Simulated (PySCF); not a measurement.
# Working out the excitation energy of N(2+)

N(2+) [He] 2s2 2p1 (2P) → N(2+) [He] 2s2 3s1 (2S). Calculation: PySCF 2.14, in aug-cc-pVTZ-DK; the spin-free X2C one-electron Hamiltonian (Gaussian nucleus). Frozen: 1s2. Energies in hartree (1 hartree = 27.21139 eV):

| part | N(2+) (lower) | N(2+) (upper) |
| --- | --- | --- |
| UHF | -52.847342 | -51.824520 |
| CCSD correlation | -0.083197 | -0.093935 |
| (T) | -0.001038 | -0.001879 |

Q: What does Hartree-Fock give?

A: (-51.824520) − (-52.847342) = 1.022822 hartree = 27.832 eV.

Q: What do CCSD and CCSD(T) give?

A: The CCSD correlation energies differ by -0.010738 hartree = -0.292 eV and the triples by -0.000841 hartree = -0.023 eV, so CCSD gives 27.540 eV and CCSD(T) 27.517 eV.
